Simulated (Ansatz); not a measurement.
Reaction (cleavage of the B–Si bond): `C=CB[SiH2][SiH3]` + H₂Se → `C=CB[SeH]` + `[SiH3][SiH3]`

Program: Ansatz. Geometries: PBE0-D4/def2-TZVP. ΔE: electronic, gas phase. CBS: MP2 limit from def2 TZ/QZ plus the TZ coupled-cluster correction, frozen cores. Functionals use def2-TZVPP. B3LYP here is the variant with VWN-RPA as its local correlation; programs differ in this. For Se outer-core shells are correlated without core-valence functions, which leaves a few kJ/mol of doubt a bond. Scalar relativity is left out up to krypton. Each species was taken in one conformer, which may not be the lowest.

```tsv
level	ΔE (kJ/mol)	difference from CCSD(T)/CBS
r2SCAN-D4	-101.0	1.4
ωB97M-V	-99.8	2.6
B2PLYP	-104.0	-1.6
r2SCAN	-102.0	0.4
B3LYP	-101.0	1.4
MP2/def2-TZVPP	-109.7	-7.3
CCSD/def2-TZVPP	-101.8	0.6
HF/def2-QZVPP	-102.5	-0.1
MP2/CBS(def2)	-109.7	-7.3
CCSD/CBS(def2)	-101.8	0.6
CCSD(T)/CBS	-102.4	0
```

Largest T1 diagnostic among the species: 0.013.
